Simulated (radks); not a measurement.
Values are calculated unless marked as measured or tabulated.
The nuclear charge of the gold ion Au+ is varied continuously with 78 electrons held in [Xe] 4f14 5d10. Level of theory: scalar-relativistic Kohn-Sham, r2SCAN, spin-polarised, spherical densities, finite nucleus; meta-GGA in the generalised Kohn-Sham scheme; Fermi nuclear charge, rms radius 5.4371 fm (a radial shooting solver on a logarithmic mesh with Libxc functionals). By the Hellmann-Feynman theorem dE/dZ = E(electron-nucleus)/Z, the electronic potential at the nucleus (averaged over a nucleus of fixed radius). The scalar-relativistic energy here is not variational (the density holds large components alone), so the two differ by a part that grows with Z.

Z,E (hartree),E(electron-nucleus)/Z (hartree),HOMO,e(HOMO) (eV),<r> HOMO (bohr)
78.5,-18709.0986,-592.460,5d,-9.586,1.648
79,-19009.4520,-598.344,5d,-15.465,1.563
79.5,-19312.8159,-604.240,5d,-21.975,1.493
80,-19619.1988,-610.153,5d,-29.048,1.433

The central difference of E at Z = 79 is -603.717 hartree, to compare with the third column; the second derivative is -12 hartree.
